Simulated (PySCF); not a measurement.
# The second ionisation energy along the third row

All values are computed (PySCF 2.14, energy differences of UHF-based or UKS calculations, no spin-orbit coupling). Values in eV. The last column holds reference values (NIST; (s) semi-empirical, (t) theoretical, else measured). Unmarked ones compare directly (S terms, centres of terms, or small fine structure); those marked * lie between the lowest fine-structure levels and include a spin-orbit shift.

```
                                                                              element               configurations     UHF    PBE0  r2SCAN  SCS-MP2 (valence)  MP2 (valence and next inner shell)  CCSD(T) (valence and next inner shell)     reference
Mg (x2c-QZVPPall with one added diffuse shell each of s, p, d, f type, spin-free X2C)              [Ne] 3s1 → [Ne]  14.745  15.255  15.039                n/a                              14.981                                  14.999        15.035
Al (x2c-QZVPPall with one added diffuse shell each of s, p, d, f type, spin-free X2C)          [Ne] 3s2 → [Ne] 3s1  17.551  18.684  18.410             18.510                              18.556                                  18.786        18.829
 P (x2c-QZVPPall with one added diffuse shell each of s, p, d, f type, spin-free X2C)  [Ne] 3s2 3p2 → [Ne] 3s2 3p1  19.157  19.808  19.937             19.553                              19.654                                  19.714  19.769 (s) *
 S (x2c-QZVPPall with one added diffuse shell each of s, p, d, f type, spin-free X2C)  [Ne] 3s2 3p3 → [Ne] 3s2 3p2  22.711  23.369  23.495             23.182                              23.390                                  23.348      23.338 *
Cl (x2c-QZVPPall with one added diffuse shell each of s, p, d, f type, spin-free X2C)  [Ne] 3s2 3p4 → [Ne] 3s2 3p3  22.578  23.823  23.797             23.581                              23.485                                  23.646        23.771
Ar (x2c-QZVPPall with one added diffuse shell each of s, p, d, f type, spin-free X2C)  [Ne] 3s2 3p5 → [Ne] 3s2 3p4  26.355  27.590  27.646             27.489                              27.493                                  27.512      27.630 *
```

Q: Fill in the row of Si (x2c-QZVPPall with one added diffuse shell each of s, p, d, f type, spin-free X2C) ([Ne] 3s2 3p1 → [Ne] 3s2).

A: UHF 15.835; PBE0 16.425; r2SCAN 16.526; SCS-MP2 (valence) 16.120; MP2 (valence and next inner shell) 16.123; CCSD(T) (valence and next inner shell) 16.258; reference 16.322 (eV).

"Valence" correlates the outer s and p shells and, in groups 3 to 12 and the f block, the outer d or f shell, open or full, or the next shell where the ion has no valence electron left; the wider scheme adds the next inner shell.
